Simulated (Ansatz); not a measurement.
Input (CCSDT(Q)/cc-pVDZ; Ansatz, a quantum-chemistry and plane-wave program):

Ansatz 0.2 input:
```yaml
crystal:
  periodic: [false, false, false]
  atoms:
    - {symbol: B, position_ang: [-0.36162056, 0.22445421, -0.28247426]}
    - {symbol: C, position_ang: [0.61144824, -0.84956695, -0.76497777]}
    - {symbol: H, position_ang: [1.36128683, -1.29109685, -0.11610536]}
    - {symbol: H, position_ang: [0.60367229, -1.22680231, -1.78105756]}
    - {symbol: F, position_ang: [-0.29228213, 0.64076108, 0.98599607]}
    - {symbol: H, position_ang: [-1.19500656, 0.72618010, -0.97456384]}
basis:
  gaussian:
    orbitals: cc-pVDZ
magnetization: {spin_polarized: true, initial_magnetization: 1}
correlation: {method: ccsdt_q, electrons: outside_noble_gas}
```

Output:

```
Functional definition: HF
integrals: 0.06 GiB planned
1049 factors; integrals over basis functions are off by at most 2.3e-7 eV
mean field: 0.17 GiB planned
mean field evaluation 1: about -4454.6235 eV, gradient 1.7e1 eV
mean field evaluation 2: about -4454.6991 eV, gradient 1.7e1 eV
mean field evaluation 4: about -4456.2017 eV, gradient 2.2e0 eV
mean field evaluation 8: about -4456.2399 eV, gradient 2.8e-1 eV
mean field evaluation 16: about -4456.2417 eV, gradient 1.6e-6 eV
mean field evaluation 32: about -4451.5010 eV, gradient 7.1e-1 eV
mean field -4456.24166477 eV, -163.7638606311 hartree, gradient 1.6e-6 eV, S^2 0.757547; 0 other end points of the search recorded, 0 dependent functions left out
3 core orbitals not correlated
reference -4456.24166477 eV, -163.7638606311 hartree; 9, 8 occupied and 45, 46 virtual orbitals, 1049 factors
second order -10.39007506 eV of doubles, -0.00000000 eV of singles
coupled cluster: 1.46 GiB planned
cycle   1  -10.87816094 eV  change   -4.9e-1 eV  update   8.6e-2
cycle   2  -11.25312630 eV  change   -3.7e-1 eV  update   4.0e-2
cycle   3  -11.49084990 eV  change   -2.4e-1 eV  update   2.1e-2
cycle   4  -11.48710037 eV  change    3.7e-3 eV  update   6.8e-3
cycle   5  -11.47713658 eV  change    1.0e-2 eV  update   4.0e-3
cycle   6  -11.47984464 eV  change   -2.7e-3 eV  update   1.5e-3
cycle   7  -11.48094229 eV  change   -1.1e-3 eV  update   8.1e-4
cycle   8  -11.48056428 eV  change    3.8e-4 eV  update   3.8e-4
cycle   9  -11.48052139 eV  change    4.3e-5 eV  update   1.9e-4
cycle  10  -11.48075221 eV  change   -2.3e-4 eV  update   9.6e-5
cycle  11  -11.48059926 eV  change    1.5e-4 eV  update   4.6e-5
cycle  12  -11.48062222 eV  change   -2.3e-5 eV  update   2.2e-5
cycle  13  -11.48062880 eV  change   -6.6e-6 eV  update   1.1e-5
cycle  14  -11.48062385 eV  change    5.0e-6 eV  update   4.6e-6
cycle  15  -11.48062213 eV  change    1.7e-6 eV  update   2.3e-6
cycle  16  -11.48062379 eV  change   -1.7e-6 eV  update   1.1e-6
perturbative correction -0.01755828 eV, -0.0006452548 hartree
Total energy: -4467.73984683 eV, -164.1864110283 hartree
```
